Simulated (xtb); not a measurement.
xtb input (GFN2-xTB):

```bash
xtb mol.xyz --gfn 2 --ohess tight --chrg 1 --uhf 0
```
mol.xyz:
```
9

N      0.93835490    -1.67264613    -0.66216107
B     -0.04886232    -0.84720986    -0.28662147
N     -1.57625076    -1.23977103    -0.47303040
Br     0.20724307     0.91524884     0.33925839
H      1.89814354    -1.45384877    -0.58110175
H      0.79013703    -2.65992504    -1.02087072
H     -2.02394422    -1.18675288     0.46086614
H     -2.05623513    -0.55603774    -1.05938132
H     -1.66710987    -2.18847167    -0.80279284
```

Output:

```
           -------------------------------------------------
          |                Calculation Setup                |
           -------------------------------------------------

           -------------------------------------------------
          |                 G F N 2 - x T B                 |
           -------------------------------------------------

        Reference                      10.1021/acs.jctc.8b01176
      * Hamiltonian:
        H0-scaling (s, p, d)           1.850000    2.230000    2.230000
        zeta-weighting                 0.500000
      * Dispersion:
        s8                             2.700000
        a1                             0.520000
        a2                             5.000000
        s9                             5.000000
      * Repulsion:
        kExp                           1.500000    1.000000
        rExp                           1.000000
      * Coulomb:
        alpha                          2.000000
        third order                    shell-resolved
        anisotropic                    true
        a3                             3.000000
        a5                             4.000000
        cn-shift                       1.200000
        cn-exp                         4.000000
        max-rad                        5.000000

          ...................................................
          :                      SETUP                      :
          :.................................................:
          :  # basis functions                  27          :
          :  # atomic orbitals                  26          :
          :  # shells                           14          :
          :  # electrons                        24          :
          :  max. iterations                   250          :
          :  Hamiltonian                  GFN2-xTB          :
          :  restarted?                      false          :
          :  GBSA solvation                  false          :
          :  PC potential                    false          :
          :  electronic temp.          300.0000000     K    :
          :  accuracy                    1.0000000          :
          :  -> integral cutoff          0.2500000E+02      :
          :  -> integral neglect         0.1000000E-07      :
          :  -> SCF convergence          0.1000000E-05 Eh   :
          :  -> wf. convergence          0.1000000E-03 e    :
          :  Broyden damping             0.4000000          :
          :  net charge                          1          :
          :  unpaired electrons                  0          :
          ...................................................

 iter      E             dE          RMSdq      gap      omega  full diag
   1    -13.3275899 -0.133276E+02  0.753E+00    6.23       0.0  T
   2    -13.4563836 -0.128794E+00  0.472E+00    4.56       1.0  T
   3    -13.4564520 -0.683906E-04  0.219E+00    5.10       1.0  T
   4    -13.4601412 -0.368918E-02  0.186E+00    4.22       1.0  T
   5    -13.4756601 -0.155190E-01  0.528E-01    4.75       1.0  T
   6    -13.4758830 -0.222851E-03  0.360E-01    4.68       1.0  T
[...]
     2   5 B        3   7 N                                       1.5713553
     2   5 B        4  35 Br                                      1.8644394 (max)
     1   7 N        5   1 H                                       1.0113535
Molecule has the following symmetry elements: (sigma)
It seems to be the Cs point group
     1   7 N        6   1 H                                       1.0087189 (min)
     3   7 N        7   1 H                                       1.0275129
     3   7 N        8   1 H                                       1.0275215
     3   7 N        9   1 H                                       1.0249150

 * 3 distinct bonds (by element types)

   Z      Z             #   av. dist./Å        max./Å        min./Å
   1 H    7 N           5     1.0200044     1.0275215     1.0087189
   5 B    7 N           2     1.4673637     1.5713553     1.3633722
   5 B   35 Br          1     1.8644394     1.8644394     1.8644394

           -------------------------------------------------
          |               Frequency Printout                |
           -------------------------------------------------
 projected vibrational frequencies (cm⁻¹)
eigval :       -0.00    -0.00    -0.00     0.00     0.00     0.00
eigval :       53.78   252.93   292.48   368.49   514.67   529.05
eigval :      733.31   733.98   808.13   820.35   970.76  1354.21
eigval :     1410.96  1427.28  1437.87  1519.82  3257.80  3280.47
eigval :     3302.93  3448.76  3476.19
 reduced masses (amu)
   1: 54.88   2: 43.41   3: 44.87   4: 54.13   5: 28.80   6: 14.73   7:  1.50   8: 18.68
   9: 22.00  10:  9.66  11:  1.23  12: 20.11  13:  8.70  14:  3.77  15:  4.17  16:  4.27
  17:  7.62  18:  2.88  19:  5.94  20:  1.70  21:  1.85  22:  7.38  23:  2.03  24:  1.80
  25:  1.53  26:  1.66  27:  2.00
 IR intensities (km·mol⁻¹)
   1:  0.52   2:  7.23   3: 10.90   4:  1.97   5: 25.13   6: 36.94   7:  1.62   8: 19.48
   9:  4.94  10:  3.32  11:  0.05  12:  1.35  13: 10.93  14:196.90  15: 26.99  16:105.12
  17:235.76  18:335.28  19: 61.02  20:101.09  21: 62.38  22:419.98  23: 97.18  24: 76.38
  25: 83.66  26:103.20  27: 38.09
 Raman intensities (Ä⁴*amu⁻¹)
   1:  0.00   2:  0.00   3:  0.00   4:  0.00   5:  0.00   6:  0.00   7:  0.00   8:  0.00
   9:  0.00  10:  0.00  11:  0.00  12:  0.00  13:  0.00  14:  0.00  15:  0.00  16:  0.00
  17:  0.00  18:  0.00  19:  0.00  20:  0.00  21:  0.00  22:  0.00  23:  0.00  24:  0.00
  25:  0.00  26:  0.00  27:  0.00
 output can be read by thermo (or use thermo option).
 writing <g98.out> molden fake output.
 recommended (thermochemical) frequency scaling factor: 1.0
           -------------------------------------------------
          |             Thermodynamic Functions             |
           -------------------------------------------------

cs  symmetry found (for desy threshold:  0.10E+00) used in thermo

          ...................................................
          :                      SETUP                      :
          :.................................................:
          :  # frequencies                          21      :
          :  # imaginary freq.                       0      :
          :  linear?                             false      :
          :  only rotor calc.                    false      :
          :  symmetry                               cs      :
          :  rotational number                       1      :
          :  scaling factor                  1.0000000      :
          :  rotor cutoff                   50.0000000 cm⁻¹ :
          :  imag. cutoff                  -20.0000000 cm⁻¹ :
          :.................................................:

    mode    ω/cm⁻¹     T·S(HO)/kcal·mol⁻¹    T·S(FR)/kcal·mol⁻¹   T·S(vib)
   ------------------------------------------------------------------------
       1     53.78    -1.39334 ( 57.24%)    -1.03437 ( 42.76%)    -1.23984
       2    252.93    -0.50985 ( 99.85%)    -0.57619 (  0.15%)    -0.50995
       3    292.48    -0.43516 ( 99.91%)    -0.53316 (  0.09%)    -0.43525
   ------------------------------------------------------------------------

   temp. (K)  partition function   enthalpy   heat capacity  entropy
                                   cal/mol     cal/K/mol   cal/K/mol   J/K/mol
 298.15  VIB   13.1                 1832.750     12.623     10.743
         ROT  0.122E+06              888.752      2.981     26.258
Note: The following floating-point exceptions are signalling: IEEE_UNDERFLOW_FLAG IEEE_DENORMAL
normal termination of xtb
         INT  0.160E+07             2721.503     15.604     37.000
         TR   0.133E+28             1481.254      4.968     40.335
         TOT                        4202.7566    20.5721    77.3358   323.5729

       T/K    H(0)-H(T)+PV         H(T)/Eh          T*S/Eh         G(T)/Eh
   ------------------------------------------------------------------------
    298.15    0.669752E-02    0.750294E-01    0.367447E-01    0.382847E-01
   ------------------------------------------------------------------------

         :::::::::::::::::::::::::::::::::::::::::::::::::::::
         ::                  THERMODYNAMIC                  ::
         :::::::::::::::::::::::::::::::::::::::::::::::::::::
         :: total free energy         -13.309804874338 Eh   ::
         ::.................................................::
         :: total energy              -13.348089526243 Eh   ::
         :: zero point energy           0.068331858512 Eh   ::
         :: G(RRHO) w/o ZPVE           -0.030047206607 Eh   ::
         :: G(RRHO) contrib.            0.038284651905 Eh   ::
         :::::::::::::::::::::::::::::::::::::::::::::::::::::

optimized geometry written to: xtbopt.xyz

           -------------------------------------------------
          | TOTAL ENERGY              -13.348089526243 Eh   |
          | TOTAL ENTHALPY            -13.273060148847 Eh   |
          | TOTAL FREE ENERGY         -13.309804874338 Eh   |
          | GRADIENT NORM               0.000110397255 Eh/α |
          | HOMO-LUMO GAP               4.756114237840 eV   |
           -------------------------------------------------

------------------------------------------------------------------------
------------------------------------------------------------------------
 total:
 SCF:
 ANC optimizer:
 analytical hessian:
```

It need not be the lowest isomer of its formula.
